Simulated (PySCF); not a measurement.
CBr, SMILES Br[C] (connectivity only; charge and spin as stated), neutral, multiplicity 2. Geometry: B3LYP-D3(BJ)/def2-TZVPD.

All values below come from B3LYP-D3(BJ)/def2-TZVPD in PySCF.

Harmonic wavenumbers (cm⁻¹): 711. Rotational constants (GHz): 14.45 (linear); symmetry number 1.

Q: Work out the zero-point energy and the ideal-gas rigid-rotor harmonic-oscillator thermochemistry at 298.15 K and 1 atm.

A: ZPE = ½ Σ hcν = ½ × 711 cm⁻¹ = 4.25 kJ/mol. H − E(el) = 13.21 kJ/mol. Entropy in J/(mol K): translation 165.13, rotation 58.73, vibration 1.23, spin 5.76, total 230.85. G − E(el) = -55.62 kJ/mol. Cp = 32.49 J/(mol K).
